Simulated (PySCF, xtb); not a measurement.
As₂FH₅Si. Atoms are numbered in the order given.

```xyz
9

Si     0.3661    -0.8002     0.2178
F      0.7690    -1.8006    -1.0286
As    -1.9920    -0.4493     0.1479
As     1.5977     1.2198    -0.0794
H      0.6914    -1.5321     1.4935
H     -1.8646     0.4473     1.3973
H     -1.8324     0.7653    -0.7879
H      1.1024     1.6914     1.3031
H      2.8687     0.6066     0.5431
```
Charge 0, spin multiplicity 1.

Coordinates come from a PBE-D3(BJ)/def2-SVP optimisation.

Calculation: C-PCM-B3LYP/def2-SVP run with PySCF.

The values are the electrostatic part of the solvation free energy, E(continuum) − E(gas) at the gas-phase geometry, in a cavity of scaled van der Waals radii (PySCF's table); cavitation and dispersion terms are not included. In vacuum the orbital gap is 6.57 eV. The dipole moment in vacuum is 1.63 D.

Computed values in water (ε = 78.36), methanol (ε = 32.61), ethylethanoate (ε = 5.99):
```tsv
solvent	ε	ΔG(elec) (kcal/mol)	dipole (D)	gap (eV)
water	78.36	-2.6	2.23	6.61
methanol	32.61	-2.5	2.22	6.61
ethylethanoate	5.99	-2.1	2.11	6.61
```

For comparison, GFN2-xTB/ALPB(water) (xtb, at the GFN2-xTB geometry, all terms of that model) gives -2.1 kcal/mol.
